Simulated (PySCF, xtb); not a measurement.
Ta(O)(F)(OH)2 (FH₂O₃Ta), SMILES [O]=[Ta]([OH])([OH])[F], multiplicity 1. One conformer was computed; it need not be the lowest.

Harmonic wavenumbers (cm⁻¹) from GFN2-xTB run with xtb at its own minimum, in rising order: 122, 125, 160, 164, 196, 356, 379, 388, 397, 441, 531, 549, 779, 3620, 3628.

Question: What does B3LYP-D3(BJ)/def2-SVP (PySCF 2.14.0) give at its own minimum? (An estimate is asked for; the answer gives what the named calculation found.)

Answer: 170, 178, 191, 225, 230, 378, 379, 491, 502, 680, 729, 730, 997, 3888, 3893. Paired by order, the mean absolute difference is 122 cm⁻¹ and the zero-point energies are 16.9 and 19.5 kcal/mol.
